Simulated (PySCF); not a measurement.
C3H9B, charge -1, doublet, at a GFN2-xTB geometry of the parent state (a state made from the parent by changing its charge; the spin is typed, not shown lowest) (in this run its highest filled SCF level lies above zero, so its values depend strongly on the basis, on diffuse functions most of all); HF/STO-3G (PySCF).

Here is a job for PySCF.
```python
from pyscf import gto, scf

mol = gto.M(
    atom='''
B     0.05650358    0.39417268    0.34215853
C     1.41954857   -0.13518450   -0.48372115
H     1.23896787   -1.03247355   -1.07187377
H     2.08937162   -0.36474791    0.33933365
H     1.85126810    0.63004949   -1.11693327
C    -0.56583753   -0.64972355    1.37286759
H    -0.79811715   -1.61888125    0.91410609
H    -1.49285218   -0.28887489    1.82201511
H     0.10206547   -0.85538698    2.21126460
C    -0.85670585    0.67333727   -1.03925510
H    -1.79304235    1.01427906   -0.60819344
H    -1.02816575   -0.22719148   -1.62518173
H    -0.43404466    1.44178876   -1.67467795
''',
    basis='sto-3g',
    charge=-1,
    spin=1,
    verbose=3,
)

mf = scf.UHF(mol)
mf.kernel()
mf.analyze()
```

**Question.** Write the output that PySCF gives for this input, abridged.

**Answer.** 
```
converged SCF energy = -141.627403366619  <S^2> = 0.75701649  2S+1 = 2.0070042
**** MO energy ****
                             alpha | beta                alpha | beta
MO #1   energy= -10.738920092088   | -10.7404531338168  occ= 1 | 1
MO #2   energy= -10.7080784284728  | -10.7101479920585  occ= 1 | 1
MO #3   energy= -10.7079967640717  | -10.7100620347511  occ= 1 | 1
MO #4   energy= -6.97259831109342  | -6.93994152968119  occ= 1 | 1
MO #5   energy= -0.673834427690764 | -0.667244587684421 occ= 1 | 1
MO #6   energy= -0.631304423404834 | -0.631779637373328 occ= 1 | 1
MO #7   energy= -0.606691144511927 | -0.608064739773476 occ= 1 | 1
MO #8   energy= -0.307939940603109 | -0.290483221100131 occ= 1 | 1
MO #9   energy= -0.298600979434136 | -0.282137013658987 occ= 1 | 1
MO #10  energy= -0.284760218121775 | -0.280925518321546 occ= 1 | 1
MO #11  energy= -0.272919782022399 | -0.258754927855887 occ= 1 | 1
MO #12  energy= -0.262259055932589 | -0.244436974174358 occ= 1 | 1
MO #13  energy= -0.243438529267015 | -0.240179178826269 occ= 1 | 1
MO #14  energy= -0.237029213057404 | -0.236211756549594 occ= 1 | 1
MO #15  energy= -0.113545187218882 | -0.105237305764072 occ= 1 | 1
MO #16  energy= -0.0262384631997965 | -0.0201496845426701 occ= 1 | 1
MO #17  energy= 0.0801333292402624 | 0.656930953322254  occ= 1 | 0
MO #18  energy= 0.852976468941336  | 0.874532812436452  occ= 0 | 0
MO #19  energy= 0.930788480992631  | 0.942136536384818  occ= 0 | 0
MO #20  energy= 0.940665943855206  | 0.95185710298882   occ= 0 | 0
MO #21  energy= 0.960069322281417  | 0.962037487355316  occ= 0 | 0
MO #22  energy= 0.975394780791335  | 0.98784144341923   occ= 0 | 0
MO #23  energy= 0.989549385419323  | 0.996934299255209  occ= 0 | 0
MO #24  energy= 0.997218050108638  | 1.00072501733793   occ= 0 | 0
MO #25  energy= 1.00914828607203   | 1.0106184379583    occ= 0 | 0

To work with the spin densities directly, `use mulliken_meta_spin()` only printing them here.

 ** Mulliken spin pop alpha/beta on meta-lowdin orthogonal AOs **
 ** Mulliken Spin Density (per atom)  **
spin density of  0 B =      1.05697
spin density of  1 C =     -0.06042
spin density of  2 H =      0.02244
spin density of  3 H =      0.00591
spin density of  4 H =      0.00642
spin density of  5 C =     -0.04911
spin density of  6 H =      0.03104
spin density of  7 H =      0.00620
spin density of  8 H =      0.00620
spin density of  9 C =     -0.06042
spin density of  10 H =      0.00591
spin density of  11 H =      0.02244
spin density of  12 H =      0.00642
 ** Mulliken pop alpha/beta on meta-lowdin orthogonal AOs **
 ** Mulliken atomic charges   ( Nelec_alpha | Nelec_beta ) **
charge of  0B =     -0.16991  (     3.11344      2.05647 )
charge of  1C =     -0.19736  (     3.06847      3.12889 )
charge of  2H =     -0.03018  (     0.52631      0.50387 )
charge of  3H =     -0.03327  (     0.51959      0.51368 )
charge of  4H =     -0.03002  (     0.51822      0.51180 )
charge of  5C =     -0.16836  (     3.05962      3.10873 )
charge of  6H =     -0.02534  (     0.52819      0.49715 )
charge of  7H =     -0.02737  (     0.51679      0.51058 )
charge of  8H =     -0.02737  (     0.51679      0.51058 )
charge of  9C =     -0.19736  (     3.06847      3.12889 )
charge of  10H =     -0.03327  (     0.51959      0.51368 )
charge of  11H =     -0.03018  (     0.52631      0.50387 )
charge of  12H =     -0.03002  (     0.51822      0.51180 )

WARN: System has nonzero charge -1; the dipole moment is origin-dependent.
Location of origin: [0. 0. 0.]

Dipole moment(X, Y, Z, Debye): -0.22622, -0.65809, -0.03085
```
